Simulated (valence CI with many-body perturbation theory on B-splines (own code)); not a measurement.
**E1 line list for Au⁶⁴⁺**

Calculated by relativistic CI+MBPT: five valence electrons over a frozen Dirac-Fock core [Ne], a basis of 9 s, 9 p, 8 d, 6 f, 3 g, 1 h functions for each j, with the one-electron correlation potential Σ1, the two-electron term Σ2, the three-electron term Σ3, Breit, model QED; selected CI, second order for the rest (own B-spline code, finite nucleus).

The last digits are not significant, and no measured levels were compared; by estimate large intervals hold to a few tenths of a per cent, small ones and those within an open d or f shell to about a per cent. Among the levels kept, up to 640 cm⁻¹ of a level comes from second order outside the variational space, and about a tenth of that is noise between levels of different J, which matters for small intervals.

Lines 101 to 150 of 225 in falling wavelength, among levels below 1152.3 eV, chosen from the strongest by gf and those to the six lowest levels. Wavelengths and rates use the calculated energies. Electric multipoles are in the length gauge, E1 and E2 with the static RPA response of the core. Weak lines are less certain than strong ones. Lines between different terms over intervals too small for the method are left out, as are lines whose strength nearly cancels. The highest levels of a list are the least certain.

Levels are named by their leading jj configuration (3d3/2^4 stands for four electrons in 3d with j = 3/2), which in mixed levels can hold well under half, so a name can repeat and another be missing. Letters in brackets count levels of one name in rising energy.

| λ vac (nm) | Upper | Lower | A (s⁻¹) | S (a.u.) with core polarisation | S without |
| --- | --- | --- | --- | --- | --- |
| 4.594 | (3s^2 3p1/2 3d3/2^2) J=3/2 | (3s^2 3p1/2 3p3/2 3d3/2) J=5/2 [b] | 1.25e+10 | 2.38e-03 | 2.42e-03 |
| 4.512 | (3s 3p1/2^2 3p3/2 3d5/2) J=3/2 [a] | (3s^2 3p1/2 3p3/2 3d3/2) J=3/2 [b] | 4.33e+09 | 7.86e-04 | 7.93e-04 |
| 4.504 | (3s^2 3p1/2 3p3/2 3d3/2) J=1/2 [b] | (3s^2 3p1/2 3p3/2^2) J=1/2 | 9.85e+08 | 8.89e-05 | 9.08e-05 |
| 4.480 | (3s^2 3p1/2 3p3/2 3d3/2) J=3/2 [b] | (3s^2 3p1/2 3p3/2^2) J=1/2 | 1.56e+09 | 2.77e-04 | 2.81e-04 |
| 4.478 | (3s 3p1/2^2 3p3/2 3d3/2) J=3/2 [b] | (3s 3p1/2^2 3p3/2^2) J=5/2 | 3.88e+09 | 6.87e-04 | 6.95e-04 |
| 4.464 | (3s^2 3p1/2 3d3/2 3d5/2) J=5/2 [b] | (3s^2 3p1/2 3p3/2 3d5/2) J=7/2 [b] | 2.39e+09 | 6.30e-04 | 6.41e-04 |
| 4.426 | (3s^2 3p1/2 3p3/2 3d3/2) J=5/2 [b] | (3s^2 3p1/2 3p3/2^2) J=5/2 | 3.67e+09 | 9.43e-04 | 9.56e-04 |
| 4.369 | (3s 3p1/2^2 3p3/2 3d5/2) J=7/2 [a] | (3s^2 3p1/2 3p3/2 3d3/2) J=5/2 [b] | 2.94e+09 | 9.66e-04 | 9.76e-04 |
| 4.235 | (3s^2 3p1/2 3p3/2 3d3/2) J=5/2 [b] | (3s^2 3p1/2 3p3/2^2) J=3/2 | 1.26e+08 | 2.84e-05 | 2.86e-05 |
| 4.224 | (3s^2 3p1/2 3p3/2 3d3/2) J=3/2 [b] | (3s^2 3p1/2 3p3/2^2) J=5/2 | 2.54e+09 | 3.78e-04 | 3.86e-04 |
| 4.126 | (3s 3p1/2^2 3p3/2 3d5/2) J=1/2 | (3s^2 3p1/2 3p3/2 3d3/2) J=1/2 [b] | 1.06e+10 | 7.35e-04 | 7.43e-04 |
| 4.106 | (3s 3p1/2^2 3p3/2 3d5/2) J=7/2 [b] | (3s^2 3p1/2 3p3/2 3d3/2) J=5/2 [b] | 4.64e+09 | 1.27e-03 | 1.28e-03 |
| 4.082 | (3s 3p1/2^2 3p3/2 3d5/2) J=5/2 [b] | (3s^2 3p1/2 3p3/2 3d3/2) J=3/2 [b] | 3.21e+09 | 6.46e-04 | 6.52e-04 |
| 4.076 | (3s^2 3p1/2 3d3/2 3d5/2) J=7/2 [b] | (3s^2 3p1/2 3p3/2 3d5/2) J=5/2 [a] | 2.73e+09 | 7.30e-04 | 7.39e-04 |
| 4.069 | (3s^2 3p1/2 3p3/2 3d3/2) J=1/2 [b] | (3s^2 3p1/2 3p3/2^2) J=3/2 | 1.06e+10 | 7.03e-04 | 7.11e-04 |
| 4.050 | (3s^2 3p1/2 3p3/2 3d3/2) J=3/2 [b] | (3s^2 3p1/2 3p3/2^2) J=3/2 | 1.84e+08 | 2.41e-05 | 2.48e-05 |
| 4.022 | (3s^2 3p1/2 3d3/2 3d5/2) J=7/2 [b] | (3s^2 3p1/2 3p3/2 3d5/2) J=9/2 | 2.38e+09 | 6.11e-04 | 6.22e-04 |
| 3.893 | (3s^2 3p1/2 3d3/2 3d5/2) J=5/2 [b] | (3s^2 3p1/2 3p3/2 3d5/2) J=7/2 [a] | 3.48e+09 | 6.09e-04 | 6.16e-04 |
| 3.848 | (3s^2 3p1/2 3d3/2 3d5/2) J=7/2 [b] | (3s^2 3p1/2 3p3/2 3d5/2) J=7/2 [a] | 9.46e+09 | 2.13e-03 | 2.15e-03 |
| 3.838 | (3s^2 3p1/2 3d3/2 3d5/2) J=5/2 [a] | (3s^2 3p1/2 3p3/2 3d3/2) J=3/2 [b] | 5.39e+09 | 9.02e-04 | 9.14e-04 |
| 3.760 | (3s 3p1/2^2 3p3/2 3d5/2) J=3/2 [a] | (3s^2 3p1/2 3p3/2 3d3/2) J=3/2 [a] | 6.37e+09 | 6.68e-04 | 6.76e-04 |
| 3.624 | (3s^2 3p1/2 3p3/2 3d5/2) J=3/2 [a] | (3s^2 3p1/2 3p3/2^2) J=1/2 | 2.66e+09 | 2.50e-04 | 2.53e-04 |
| 3.598 | (3s^2 3p1/2 3p3/2 3d5/2) J=7/2 [a] | (3s^2 3p1/2 3p3/2^2) J=5/2 | 1.39e+09 | 2.56e-04 | 2.58e-04 |
| 3.517 | (3s 3p1/2^2 3p3/2 3d5/2) J=3/2 [a] | (3s 3p1/2^2 3p3/2^2) J=1/2 | 2.52e+10 | 2.16e-03 | 2.19e-03 |
| 3.487 | (3s 3p1/2^2 3p3/2 3d5/2) J=3/2 [a] | (3s 3p1/2^2 3p3/2^2) J=3/2 | 1.00e+11 | 8.41e-03 | 8.51e-03 |
| 3.456 | (3s 3p1/2^2 3p3/2 3d5/2) J=5/2 [b] | (3s^2 3p1/2 3p3/2 3d3/2) J=3/2 [a] | 1.56e+10 | 1.90e-03 | 1.92e-03 |
| 3.455 | (3s^2 3p1/2 3p3/2 3d5/2) J=3/2 [a] | (3s^2 3p1/2 3p3/2^2) J=5/2 | 2.97e+10 | 2.42e-03 | 2.45e-03 |
| 3.419 | (3s^2 3p1/2 3p3/2 3d5/2) J=5/2 [a] | (3s^2 3p1/2 3p3/2^2) J=5/2 | 1.42e+11 | 1.68e-02 | 1.70e-02 |
| 3.415 | (3s 3p1/2^2 3p3/2 3d5/2) J=5/2 [b] | (3s^2 3p1/2 3p3/2 3d3/2) J=5/2 [a] | 6.16e+09 | 7.27e-04 | 7.36e-04 |
| 3.400 | (3s^2 3p1/2 3d3/2 3d5/2) J=7/2 [a] | (3s^2 3p1/2 3p3/2 3d3/2) J=7/2 | 7.74e+10 | 1.20e-02 | 1.21e-02 |
| 3.359 | (3s^2 3p1/2 3d3/2 3d5/2) J=5/2 [a] | (3s^2 3p1/2 3p3/2 3d3/2) J=7/2 | 2.49e+10 | 2.79e-03 | 2.83e-03 |
| 3.355 | (3s^2 3p1/2 3d3/2 3d5/2) J=5/2 [b] | (3s^2 3p1/2 3p3/2 3d3/2) J=3/2 [b] | 3.09e+11 | 3.45e-02 | 3.49e-02 |
| 3.338 | (3s^2 3p1/2 3p3/2 3d5/2) J=3/2 [a] | (3s^2 3p1/2 3p3/2^2) J=3/2 | 2.29e+11 | 1.68e-02 | 1.70e-02 |
| 3.308 | (3s^2 3p1/2^2 3d5/2) J=5/2 | (3s^2 3p1/2^2 3p3/2) J=3/2 | 3.41e+11 | 3.65e-02 | 3.69e-02 |
| 3.308 | (3s 3p1/2^2 3p3/2 3d5/2) J=5/2 [a] | (3s 3p1/2^2 3p3/2^2) J=5/2 | 2.46e+11 | 2.64e-02 | 2.67e-02 |
| 3.305 | (3s^2 3p1/2 3p3/2 3d5/2) J=5/2 [a] | (3s^2 3p1/2 3p3/2^2) J=3/2 | 8.42e+10 | 9.00e-03 | 9.11e-03 |
| 3.290 | (3s 3p1/2^2 3p3/2 3d5/2) J=1/2 | (3s 3p1/2^2 3p3/2^2) J=1/2 | 3.97e+11 | 1.40e-02 | 1.41e-02 |
| 3.280 | (3s^2 3p1/2 3d3/2 3d5/2) J=7/2 [a] | (3s^2 3p1/2 3p3/2 3d3/2) J=5/2 [a] | 3.01e+11 | 4.19e-02 | 4.24e-02 |
| 3.280 | (3s^2 3p1/2 3p3/2 3d5/2) J=3/2 [b] | (3s^2 3p1/2 3p3/2^2) J=1/2 | 3.64e+11 | 2.54e-02 | 2.57e-02 |
| 3.279 | (3s^2 3p1/2 3d3/2 3d5/2) J=5/2 [a] | (3s^2 3p1/2 3p3/2 3d3/2) J=3/2 [a] | 2.30e+11 | 2.41e-02 | 2.43e-02 |
| 3.264 | (3s^2 3p1/2 3d3/2 3d5/2) J=9/2 | (3s^2 3p1/2 3p3/2 3d3/2) J=7/2 | 3.89e+11 | 6.68e-02 | 6.76e-02 |
| 3.264 | (3s 3p1/2^2 3p3/2 3d5/2) J=1/2 | (3s 3p1/2^2 3p3/2^2) J=3/2 | 3.21e+10 | 1.10e-03 | 1.11e-03 |
| 3.246 | (3s^2 3p1/2 3p3/2 3d5/2) J=1/2 | (3s^2 3p1/2 3p3/2^2) J=1/2 | 5.41e+11 | 1.82e-02 | 1.85e-02 |
| 3.242 | (3s^2 3p1/2 3d3/2 3d5/2) J=5/2 [a] | (3s^2 3p1/2 3p3/2 3d3/2) J=5/2 [a] | 1.89e+11 | 1.91e-02 | 1.93e-02 |
| 3.241 | (3s 3p1/2^2 3p3/2 3d5/2) J=7/2 [a] | (3s 3p1/2^2 3p3/2^2) J=5/2 | 3.89e+11 | 5.23e-02 | 5.29e-02 |
| 3.238 | (3s^2 3p1/2 3d3/2 3d5/2) J=5/2 [b] | (3s^2 3p1/2 3p3/2 3d3/2) J=5/2 [b] | 4.76e+10 | 4.78e-03 | 4.84e-03 |
| 3.236 | (3s^2 3p1/2 3p3/2 3d5/2) J=5/2 [b] | (3s^2 3p1/2 3p3/2^2) J=5/2 | 1.62e+11 | 1.62e-02 | 1.64e-02 |
| 3.230 | (3s 3p1/2^2 3p3/2 3d5/2) J=3/2 [b] | (3s 3p1/2^2 3p3/2^2) J=1/2 | 2.93e+11 | 1.95e-02 | 1.97e-02 |
| 3.224 | (3s 3p1/2^2 3p3/2 3d5/2) J=5/2 [b] | (3s 3p1/2^2 3p3/2^2) J=3/2 | 5.78e+11 | 5.74e-02 | 5.81e-02 |
| 3.221 | (3s^2 3p1/2 3d3/2 3d5/2) J=3/2 | (3s^2 3p1/2 3p3/2 3d3/2) J=3/2 [a] | 2.74e+11 | 1.81e-02 | 1.83e-02 |
